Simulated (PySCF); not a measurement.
C3H5BO2. Atoms are numbered in the order given.

```xyz
11

C     -3.0103     0.3384     0.2572
C     -1.5689     0.1911     0.1308
C     -0.3484     0.0810     0.0171
B      1.1736    -0.1060    -0.1087
O      1.9530     0.9303    -0.5466
O      1.7853    -1.3008     0.2101
H     -3.3816    -0.0953     1.2094
H     -3.5391    -0.1782    -0.5714
H     -3.3124     1.4063     0.2318
H      2.8897     0.6591    -0.5728
H      1.1349    -1.9604     0.5077
```

The structure is a stationary point at PBE-D3(BJ)/def2-SVP. The values are those of a single conformer.

These are PBE0/pcSseg-1 run with PySCF values and carry that method's errors.

GIAO shieldings, no solvent; atoms listed in one row are averaged. δ = σ(ref) − σ: ¹³C against TMS (σ = 186.3 ppm); ¹¹B against BF3 (σ = 88.8 ppm); ¹⁷O against H2O (σ = 334.2 ppm); ¹H against TMS (σ = 31.56 ppm), references at their B3LYP-D3(BJ)/def2-TZVP geometries, non-relativistic.

```
nucleus       atoms  count  δ (ppm)
-------  ----------  -----  -------
¹³C              C2      1    107.6
¹³C              C3      1     87.0
¹³C              C1      1      9.3
¹¹B              B4      1      9.3
¹⁷O              O6      1    139.5
¹⁷O              O5      1    127.0
¹H              H11      1     4.56
¹H              H10      1     4.38
¹H       H7, H8, H9      3     2.49
```
